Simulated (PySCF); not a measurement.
**Adding and removing an electron: RbAl**

UHF-CCSD(T); basis Rb def2-SVP with ECP28, Al def2-SVP; scalar-relativistic core potentials; PySCF 2.14. Neutral (UHF): triplet (σ ↑, π ↑), Re = 3.630 Å, ωe = 107 cm⁻¹, De = 0.32 eV.

RbAl⁺ (UHF): doublet (σ ↑), Re = 4.132 Å, ωe = 74.9 cm⁻¹, De = 0.42 eV to Rb⁺ + Al. The energies at the minima are -265.70860 hartree for RbAl and -265.56232 for RbAl⁺.

Work out the adiabatic ionisation energy, without and with harmonic zero-point energies (1 hartree = 27.2114 eV, 1 eV = 8065.5 cm⁻¹), and the change of the bond length.

At UHF-CCSD(T): 0.14628 hartree = 3.980 eV between the minima; the zero-point term (74.9 − 107.0)/2 cm⁻¹ = -0.002 eV makes it 3.978 eV. Re changes by +50.2 pm against the neutral. The electron leaves a π orbital, and the ion is left as a loose complex of an ion and an atom.

Correlated steps freeze 5 core orbitals. Weak bonds: RbAl, RbAl⁺. Basis-set superposition, not corrected here, can be much of De in a small basis, most of all at correlated wavefunction levels. Spin–orbit coupling is left out. For an ion De counts to the pair picked by the measured ionisation energies or electron affinities, which need not be the lowest pair at this level. States were picked by a PBE0 search and need not be the measured ground states.
